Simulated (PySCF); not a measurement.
Dipole response of Os³⁺ (osmium, charge +3)

[Xe] 4f14 5d5, high-spin 6S determinant. Computed with PySCF 2.14 in aug-cc-pwCVTZ-PP with ECP60MDF (8s8p7d4f3g, 122 functions), with a scalar-relativistic core potential. Coupled (time-dependent) response in atomic units; α is the mean over directions.

```csv
method,mean α (bohr³),C₆ (like pair),S(−4)
PW91,7.148,38.72,12.16
```

S(−4) is the Cauchy moment in α(ω) = α(0) + S(−4) ω² + …

α(iu) at PW91:

```csv
u (hartree),α(iu) (bohr³)
0,7.148
0.0500,7.118
0.100,7.030
0.200,6.713
0.300,6.281
0.500,5.348
0.750,4.339
1.00,3.554
1.50,2.472
2.00,1.793
3.00,1.041
5.00,0.4605
```

A single London oscillator, α(iu) = α/(1 + u²/ω²), gives C₆ = (3/4) ω α². Matching the computed C₆ needs ω = 4 × 38.72 / (3 × 7.148²) = 1.01 hartree.

For an ion, C₆ is the dispersion term alone; charge-induced terms of lower order in 1/R come first.

Energies and moments cover only the electrons outside the core potential. Spin-orbit coupling, which splits the p, d and f shells strongly at this Z, is absent.
